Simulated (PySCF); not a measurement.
BeF, SMILES [F][Be], multiplicity 2. The structure is a stationary point at PBE-D3(BJ)/def2-TZVPD. The multiplicity is an assumed one; other spin states were not compared.

Question: Give the equilibrium geometry at PBE-D3(BJ)/def2-TZVPD (PySCF confirms it by a frequency run) as bond lengths and angles, and its point group. (Estimate from the structure and the level; the computed values follow.)

Answer: point group C∞v.
Atoms: Be1 F2. Bond lengths (Å): Be1–F2 1.381.
Charge 0, spin multiplicity 2.
